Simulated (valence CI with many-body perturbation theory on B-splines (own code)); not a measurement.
**Os XXXVIII: magnetic and hyperfine properties of the levels**

Calculated by valence CI with perturbative core correlation (CI+MBPT): three valence electrons over a frozen Dirac-Fock core [Kr], a basis of 7 s, 7 p, 8 d, 6 f, 4 g, 1 h functions for each j, with the one-electron correlation potential Σ1 (screened to all orders), the two-electron term Σ2, the three-electron term Σ3, Breit, model QED; selected single and double excitations, second order for the rest, scaled by the run's own slope (own B-spline code, finite nucleus).

The last digits are not significant, and no measured levels were compared; by estimate large intervals hold to a few tenths of a per cent, small ones and those within an open d or f shell to about a per cent. The list stops below the first excitations out of the core.

A/g_I is the dipole constant over the nuclear g factor μ/I (μ in nuclear magnetons, uniformly magnetised nucleus), B/Q the quadrupole constant per barn. Both hold the static response of the core; the bare values leave it out. Large factors of s and p1/2 electrons are usually good to 5 to 10 %; those of open d and f shells near neutrality can be off by tens of per cent, and small factors of p3/2, d and f electrons come from cancelling terms and can be off by a factor of two or in sign, in half-filled shells by more. B is blank for J = 1/2, where it vanishes, and for nearly pure S terms. Energies count from the lowest level.

Levels are named by their leading jj configuration (3d3/2^4 stands for four electrons in 3d with j = 3/2), which in mixed levels can hold well under half, so a name can repeat and another be missing. Letters in brackets count levels of one name in rising energy.

| Level | E (eV) | g | A/g_I (MHz) | A/g_I bare | B/Q (MHz/b) | B/Q bare |
| --- | --- | --- | --- | --- | --- | --- |
| (4d3/2^3) J=3/2 | 0.000 | 0.698 | 30500 | 29400 | -18400 | -17800 |
| (4d3/2^2 4d5/2) J=5/2 [a] | 17.799 | 1.054 | 17000 | 16800 | -9800 | -9510 |
| (4d3/2^2 4d5/2) J=3/2 | 20.262 | 1.197 | 13300 | 13500 | -4310 | -4160 |
| (4d3/2^2 4d5/2) J=7/2 | 21.849 | 1.052 | 18300 | 18100 | 6740 | 6460 |
| (4d3/2^2 4d5/2) J=9/2 | 22.158 | 1.047 | 19000 | 18800 | 21200 | 20400 |
| (4d3/2^2 4d5/2) J=1/2 | 22.349 | 1.850 | -14800 | -12800 |  |  |
| (4d3/2^2 4d5/2) J=5/2 [b] | 30.846 | 1.284 | 10200 | 10700 | 30700 | 29600 |
| (4d3/2 4d5/2^2) J=7/2 [a] | 39.348 | 1.109 | 13800 | 13800 | -1340 | -1320 |
| (4d3/2 4d5/2^2) J=9/2 | 41.179 | 1.138 | 14300 | 14300 | 6270 | 5980 |
| (4d3/2 4d5/2^2) J=3/2 [a] | 42.928 | 1.126 | 16000 | 16000 | -19100 | -18400 |
| (4d3/2 4d5/2^2) J=1/2 | 44.093 | 1.478 | -6130 | -5090 |  |  |
| (4d3/2 4d5/2^2) J=5/2 [a] | 44.832 | 1.263 | 5120 | 5550 | 25100 | 24200 |
| (4d3/2 4d5/2^2) J=11/2 | 45.097 | 1.087 | 16200 | 16200 | 40600 | 39100 |
| (4d3/2 4d5/2^2) J=5/2 [b] | 47.907 | 1.102 | 17100 | 17100 | -8870 | -8550 |
| (4d3/2 4d5/2^2) J=7/2 [b] | 48.481 | 1.095 | 16700 | 16600 | 8270 | 8030 |
| (4d3/2 4d5/2^2) J=3/2 [b] | 55.766 | 0.922 | 26200 | 25600 | 24200 | 23300 |
| (4d5/2^3) J=9/2 | 62.523 | 1.156 | 11700 | 11800 | 3810 | 3680 |
| (4d5/2^3) J=3/2 | 67.911 | 1.101 | 13200 | 13200 | 3330 | 3190 |
| (4d5/2^3) J=5/2 | 72.024 | 1.163 | 11700 | 11800 | 3640 | 3510 |

Question: Take the isotope of mass number 187, with I = 1/2, μ = 0.06442 μN. What is the hyperfine structure of (4d3/2^2 4d5/2) J=3/2?

Answer: From the table A = 1710 MHz. Shifts from the centre of gravity in MHz: F = 1: -2140, F = 2: 1280.
